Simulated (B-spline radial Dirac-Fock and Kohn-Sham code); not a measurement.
## N²⁺ 2p1/2: cross section and angular parameters

System: nitrogen as N²⁺ in the configuration [He] 2s2 2p1; threshold 43.35 eV (orbital energy of the model). Calculated with a B-spline atomic structure program, using Dirac-Hartree-Slater photoionisation with a Latter tail; cross sections with all multipoles, angular parameters from the dipole term and its interference with E2.

```tsv
hν (eV)	σ (kb)	β	γ	δ
52.3	464	1.427	0.021	0.007
60	337	1.488	0.041	0.007
75.3	193	1.522	0.071	0.008
80	165	1.522	0.078	0.008
106	77.7	1.491	0.116	0.009
115	62.0	1.475	0.127	0.010
116	60.5	1.473	0.128	0.010
126	48.0	1.455	0.141	0.010
150	28.6	1.406	0.171	0.012
202	11.7	1.296	0.213	0.016
235	7.41	1.231	0.235	0.019
310	3.08	1.099	0.272	0.026
374	1.67	1.002	0.289	0.032
514	0.584	0.842	0.312	0.044
520	0.561	0.836	0.313	0.045
548	?	?	?	?
658	0.256	0.732	0.332	0.056
906	0.0861	0.604	0.373	0.074
1000	0.0609	0.567	0.388	0.081
1253.6	0.0271	0.487	0.423	0.097
1520	0.0134	0.423	0.452	0.113
1590	0.0113	0.409	0.460	0.117
1680	0.00923	0.392	0.469	0.122
4920	0.000140	0.125	0.632	0.251
4970	0.000134	0.123	0.634	0.252
5414.7	9.52e-05	0.113	0.650	0.265
6390	4.90e-05	0.096	0.690	0.292
6910	3.58e-05	0.090	0.711	0.305
8047.8	1.93e-05	0.080	0.756	0.332
9251.7	1.10e-05	0.072	0.806	0.358
```

Problem. Give the values at 548 eV.

Solution. σ = 0.472 kb, β = 0.812, γ = 0.317, δ = 0.047.
